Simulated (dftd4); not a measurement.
F$_{6}$Re, charge +1, singlet, at a GFN2-xTB geometry (such geometries of metal compounds can be far from the true shape) (the multiplicity is a formal guess); D4 for b3lyp run with dftd4 4.2.0.

The dftd4 input:
```
$ dftd4 mol.xyz --func b3lyp --charge 1 --json dftd4.json --noedisp

# file mol.xyz
7

Re     0.00000000    -0.00000000    -0.00000000
F      1.06169028    -0.44249112    -1.29720893
F     -1.06169028     0.44249112     1.29720893
F     -1.08091769     0.73857109    -1.13660253
F     -0.84271367    -1.50480895    -0.17640667
F      0.84271367     1.50480895     0.17640667
F      1.08091769    -0.73857109     1.13660253
```

The log (banner, timings and long lists left out):

```
                    ____  _____ _____     ____  _  _
      -------------|  _ \|  ___|_   _|---|  _ \| || |------------
     |             | | | | |_    | | ___ | | | | || |_           |
     |             | |_| |  _|   | ||___|| |_| |__   _|          |
     |             |____/|_|     |_|     |____/   |_|            |
     |             ===================================           |
     |            E. Caldeweyher, S. Ehlert & S. Grimme          |
     |          Mulliken Center for Theoretical Chemistry        |
     |                    University of Bonn                     |
      -----------------------------------------------------------

Rational (Becke-Johnson) damping: b3lyp-D4-ATM
---------------------
  s6         1.0000
  s8         2.0293
  s9         1.0000
  a1         0.4087
  a2         4.5381
 alp        16.0000
--------------------

Dispersion energy:      -9.0526819331437E-03 Eh

[Info] JSON dump of results written to 'dftd4.json'
```
